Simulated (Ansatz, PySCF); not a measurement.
Stretching the O3–H4 bond in FGeHO (SMILES [OH][Ge][F]) (multiplicity 1 held, fragments rigid). Energies count from the point at 0.965 Å.
Geometry at that point (charge 0, multiplicity 1):
```xyz
4

Ge     0.108    -0.049     0.408
F      0.247     1.371    -0.625
O     -0.608    -1.097    -0.857
H     -0.806    -1.995    -0.566
```

Restricted levels (R-, RO-) in cc, def2 and unpolarised 6-31G sets keep to the state of the molecule at rest. Unrestricted levels (U-) break spin symmetry where that is lower. Levels need not reach the same state.

Rows in 3-21G, LANL2DZ carry no dispersion term and start afresh at each structure; the Pople sets are all-electron and without relativity. LANL2DZ brings its own core potentials from Na on.

Run with Ansatz (Gaussian basis) for Hartree–Fock, density functionals and correlated methods; PySCF for 3-21G rows, LANL2DZ rows. Each number belongs to the level named beside it.

Energies in kcal/mol.

```json
[
 {"R (Å)": "0.772", "R-HF/3-21G": "37.1", "R-HF/cc-pVTZ": "30.3", "U-r2SCAN/cc-pVTZ": "35.1", "R-B3LYP/LANL2DZ": "41.0", "R-wB97X-V/cc-pVTZ": "35.2"},
 {"R (Å)": "0.868", "R-HF/3-21G": "7.4", "R-HF/cc-pVTZ": "4.2", "U-r2SCAN/cc-pVTZ": "6.7", "R-B3LYP/LANL2DZ": "9.1", "R-wB97X-V/cc-pVTZ": "6.6"},
 {"R (Å)": "0.965", "R-HF/3-21G": "0.0", "R-HF/cc-pVTZ": "0.0", "U-r2SCAN/cc-pVTZ": "0.0", "R-B3LYP/LANL2DZ": "0.0", "R-wB97X-V/cc-pVTZ": "0.0"},
 {"R (Å)": "1.061", "R-HF/3-21G": "4.3", "R-HF/cc-pVTZ": "7.3", "U-r2SCAN/cc-pVTZ": "4.5", "R-B3LYP/LANL2DZ": "2.9", "R-wB97X-V/cc-pVTZ": "4.8"},
 {"R (Å)": "1.158", "R-HF/3-21G": "14.8", "R-HF/cc-pVTZ": "20.3", "U-r2SCAN/cc-pVTZ": "14.6", "R-B3LYP/LANL2DZ": "11.8", "R-wB97X-V/cc-pVTZ": "15.4"},
 {"R (Å)": "1.302", "R-HF/3-21G": "35.9", "R-HF/cc-pVTZ": "44.1", "U-r2SCAN/cc-pVTZ": "34.0", "R-B3LYP/LANL2DZ": "29.8", "R-wB97X-V/cc-pVTZ": "35.7"},
 {"R (Å)": "1.447", "R-HF/3-21G": "59.0", "R-HF/cc-pVTZ": "68.6", "U-r2SCAN/cc-pVTZ": "54.1", "R-B3LYP/LANL2DZ": "49.0", "R-wB97X-V/cc-pVTZ": "57.1"},
 {"R (Å)": "1.688", "R-HF/3-21G": "96.1", "R-HF/cc-pVTZ": "105.8", "U-r2SCAN/cc-pVTZ": "84.0", "R-B3LYP/LANL2DZ": "78.5", "R-wB97X-V/cc-pVTZ": "89.8"},
 {"R (Å)": "1.929", "R-HF/3-21G": "128.4", "R-HF/cc-pVTZ": "136.7", "U-r2SCAN/cc-pVTZ": "101.2", "R-B3LYP/LANL2DZ": "102.9", "R-wB97X-V/cc-pVTZ": "117.1"},
 {"R (Å)": "2.219", "R-HF/3-21G": "160.2", "R-HF/cc-pVTZ": "166.1", "U-r2SCAN/cc-pVTZ": "110.6", "R-B3LYP/LANL2DZ": "125.4", "R-wB97X-V/cc-pVTZ": "142.8"},
 {"R (Å)": "2.605", "R-HF/3-21G": "192.2", "R-HF/cc-pVTZ": "194.7", "U-r2SCAN/cc-pVTZ": "115.0", "R-B3LYP/LANL2DZ": "144.8", "R-wB97X-V/cc-pVTZ": "167.7"},
 {"R (Å)": "3.087", "R-HF/3-21G": "218.1", "R-HF/cc-pVTZ": "217.9", "U-r2SCAN/cc-pVTZ": "116.6", "R-B3LYP/LANL2DZ": "156.8", "R-wB97X-V/cc-pVTZ": "187.5"}
]
```

Doubts at one or more of the structures used: a restricted determinant that unrestricted orbitals would lower (R-HF/3-21G, R-HF/cc-pVTZ, R-B3LYP/LANL2DZ, R-wB97X-V/cc-pVTZ); a spin-contaminated determinant (U-r2SCAN/cc-pVTZ).

Ansatz is an electronic-structure program.
